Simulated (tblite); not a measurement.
Compound: C5H2N2.
SMILES with atom numbers: `[CH2:1]=[C:2]=[C:3]([C:4]#[N:5])[C:6]#[N:7]` (hydrogens: H8, H9 on C1)

All values are computed: GFN2-xTB (tblite) harmonic vibrations without scaling, gas phase. Errors from tens to a few hundred cm⁻¹ against measured bands are possible.

Harmonic wavenumbers (cm⁻¹): 108.1, 118.6, 159.5, 310.8, 339.9, 341.4, 533.1, 553.2, 580.0, 597.0, 678.4, 855.1, 906.4, 1177.9, 1256.6, 1394.9, 2047.5, 2367.9, 2395.2, 3072.9, 3080.1.

A = 2988, B = 2673, C = 1424 MHz; mass 90.022 u (most abundant isotopes); point group C2v, symmetry number 2.

Question: Zero-point energy?

Answer: Half the sum of the wavenumbers: 11437 cm⁻¹ = 32.70 kcal/mol.

Question: Give the ideal-gas entropy at 298.15 K and 1 bar in the rigid-rotor, harmonic-oscillator model (classical rotation).

Answer: Translation 39.43, rotation 26.36, vibration 15.55: S = 81.3 cal/(mol K).

Question: And Cp and H(298.15 K) − H(0)?

Answer: Cp = 25.42 cal/(mol K), of which vibrations give 17.47 (their classical limit is 21 R = 41.7); H(298.15 K) − H(0) = 5.00 kcal/mol without the zero-point energy, 2.63 from vibrations.

Question: What must be added to the electronic energy to get the Gibbs energy at 298.15 K and 1 bar?

Answer: ZPE + [H(298.15 K) − H(0)] − T·S = 32.70 + 5.00 − 24.25 = 13.45 kcal/mol.

Question: Blend soft modes into free rotors: weight 1/[1 + (100 cm⁻¹/ν̃)⁴] for the oscillator and the rest for a rotor with moment μB/(μ + B), μ = h/(8π²ν), B = 10⁻⁴⁴ kg m². What vibrational entropy results?

Answer: 15.17 cal/(mol K) in place of 15.55, which changes −T·S at 298.15 K by +0.11 kcal/mol.

Question: How do the functions run with temperature in this model?

Answer: 
```tsv
T (K)	S (cal/(mol K))	Cp (cal/(mol K))	H − H(0) (kcal/mol)	G − H(0) (kcal/mol)	ln q(vib)
100	60.6	13.8	1.03	-5.03	0.57
200	72.2	20.3	2.75	-11.70	1.93
300	81.5	25.5	5.05	-19.40	3.41
500	96.3	32.2	10.88	-37.24	6.31
800	112.8	38.1	21.51	-68.72	10.17
1000	121.6	40.7	29.40	-92.18	12.44
```

q(vib) and H(0) count from the zero-point level.

Hindered rotation and anharmonicity are outside this model.

The run took 0.24 s of wall time on one thread, Arm Neoverse N1 (aarch64), shared host. The figure is for the frequency step alone.
